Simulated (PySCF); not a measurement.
**Correlation energy of C²⁺ (carbon, charge +2)**

[He] 2s2, closed-shell 1S. Computed with PySCF 2.14 in x2c-TZVPPall with one added diffuse shell each of s, p, d type (6s4p3d1f, 40 functions), with scalar relativity by spin-free X2C-1e. Frozen: nothing; 4 electrons correlated.

MP2 pair energies summed by pair of shells (mhartree):

| pair | energy | share (%) |
| --- | --- | --- |
| 2s-2s | -42.63 | 73.5 |
| 1s-1s | -11.79 | 20.3 |
| 1s-2s | -3.60 | 6.2 |

Total MP2 correlation energy: -58.02 mhartree.

Same-spin part -0.33 and opposite-spin part -57.69 mhartree; SCS-MP2 scales them by 1/3 and 6/5 to -69.34 mhartree.

MP2 falls well short for the outer s pair, which is nearly degenerate with np².

This basis was not built for core-valence correlation, so the inner-shell part is incomplete.
